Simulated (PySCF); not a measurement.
Basis-set dependence of excited states

Species: CH5F3GaN.
Geometry (PBE0-D3(BJ)/def2-SVP, Å), atoms numbered from 1 in this order:
```xyz
11
CH5F3GaN angstrom
N      1.444   -0.253   -0.256
Ga    -0.076    1.048    0.467
C     -1.435   -0.379   -0.023
F     -2.727   -0.121    0.213
F     -1.344   -0.692   -1.347
F     -1.155   -1.546    0.624
H      2.399    0.099   -0.188
H      1.249   -0.468   -1.235
H      1.388   -1.132    0.260
H      0.272    1.156    1.995
H      0.024    2.262   -0.526
```

TDDFT with PBE0 (PySCF), vertical singlets, core orbitals frozen in the response, spherical d and f functions. Isolated species at its PBE0-D3(BJ)/def2-SVP geometry, gas phase. The PBE0/6-31G* calculation is non-relativistic and has no spin–orbit coupling, an omission that weighs most on gallium.

| basis | functions | diffuse | S1 (eV) | S2 (eV) | S3 (eV) | S4 (eV) | S5 (eV) | LUMO (eV) | α (au) |
| --- | --- | --- | --- | --- | --- | --- | --- | --- | --- |
| 6-31G* | 112 | no | 6.32 | 6.73 | 8.00 | 8.40 | 8.44 | -0.03 | 45.6 |
| def2-SVP | 127 | no | 6.57 | 6.83 | 8.00 | 8.25 | 8.62 | 0.04 | 45.9 |
| def2-SVPD | 187 | yes | 6.36 | 6.48 | 7.50 | 7.60 | 8.01 | -0.58 | 57.6 |
| aug-cc-pVDZ | 196 | yes | 5.98 | 6.18 | 7.27 | 7.45 | 7.46 | -0.99 | 58.2 |
| def2-TZVP | 233 | no | 6.35 | 6.58 | 7.84 | 8.00 | 8.28 | -0.38 | 53.2 |
| def2-TZVPD | 293 | yes | 6.10 | 6.32 | 7.37 | 7.56 | 7.77 | -0.78 | 58.5 |

Q: Compare the sets with the largest diffuse one.

A: States are compared by their number. Against the largest diffuse basis here (def2-TZVPD, itself not a converged limit), sets without diffuse functions differ by up to 0.46 eV in S1 and 0.85 eV in S5; the smaller diffuse sets differ by up to 0.25 and 0.30 eV. State by state, the largest deviation of a set without diffuse functions is S1 0.46, S2 0.51, S3 0.63, S4 0.84, S5 0.85 eV. The same number needn't mean the same state in each row. Against def2-TZVPD the polarisability deviates by -22% in 6-31G*, -22% in def2-SVP, -2% in def2-SVPD, 0% in aug-cc-pVDZ, -9% in def2-TZVP.

Without π bonds the low states are Rydberg-like; a valence basis with one diffuse set may place them up to an eV too high.
